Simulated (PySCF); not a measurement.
Method: TPSSh-D3(BJ)/def2-TZVP // PBE-D3(BJ)/def2-SVP run with PySCF. Gas-phase values, no solvent. One relaxed conformer stands for a flexible species; it need not be the lowest. 

Reference species: [Zn(OH)2] (neutral, multiplicity 1).

| Item | Result |
|---|---|
| mean distance from the central atom to its bonded neighbours | 1.780 Å |
| charge on the central atom (Mulliken) | 0.60 e |
| charge on the central atom (meta-Löwdin) | 1.28 e |

Changed species: [Zn(OH)(H)] (1 of 2 OH replaced by H; the reference has 0 of 2 OH replaced by H).

Question: What does the change do to the mean distance from the central atom to its bonded neighbours, charge on the central atom (Mulliken) and charge on the central atom (meta-Löwdin)?

Answer: the mean distance from the central atom to its bonded neighbours falls by 0.128 Å, to 1.652 Å; the charge on the central atom (Mulliken) drops by 0.26 e, to 0.34 e; the charge on the central atom (meta-Löwdin) decreases by 0.23 e, to 1.05 e.
